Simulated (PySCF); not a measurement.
## Stretching CuI

Set-up: Cu cc-pVTZ-PP with ECP10, I cc-pVTZ-PP with ECP28; scalar-relativistic core potentials (PySCF 2.14). Energies in eV from Cu (3d10 4s1) + I in their ground configurations at the same level. All curves are PBE0. state 1: ¹Σ⁺ (singlet), closed shell; state 2: ³Π (triplet), unpaired electrons σ ↑, π ↑, a second solution, started from another occupation.

| R (Å) | state 1 | state 2 |
| --- | --- | --- |
| 2.027 | -2.053 | 0.5661 |
| 2.121 | -2.592 | -0.1061 |
| 2.216 | -2.878 | -0.5130 |
| 2.286 | -2.976 | -0.6942 |
| 2.357 | -3.002 | -0.7977 |
| 2.428 | -2.975 | -0.8430 |
| 2.522 | -2.881 | -0.8383 |
| 2.640 | -2.703 | -0.7650 |
| 2.781 | -2.441 | -0.6269 |
| 2.970 | -2.063 | -0.4288 |

**Question.** Put a parabola through the three lowest points of the state 1 curve and estimate Re, k and ωe (reduced mass 42.07 u; 1 eV/Å² = 0.16022 mdyn/Å; ωe = 1302.8·√(k/μ) cm⁻¹).

**Answer.** Through R = 2.286, 2.357, 2.428 Å the second-order coefficient is 5.26 eV/Å², so Re ≈ 2.356 Å, k ≈ 1.68 mdyn/Å and ωe ≈ 261 cm⁻¹. A polynomial fit of higher order to the unrounded PBE0 energies gives Re = 2.353 Å, k = 1.71 mdyn/Å, ωe = 263 cm⁻¹; anharmonicity and rounding make the difference.

The higher-order fit for each curve: state 1: Re = 2.353 Å, ωe = 263 cm⁻¹, De = 3.00 eV; state 2: Re = 2.466 Å, ωe = 216 cm⁻¹, minimum 0.85 eV below the ground-state fragments.

Spin–orbit coupling is left out, which matters for elements this heavy, above all for dissociation energies.
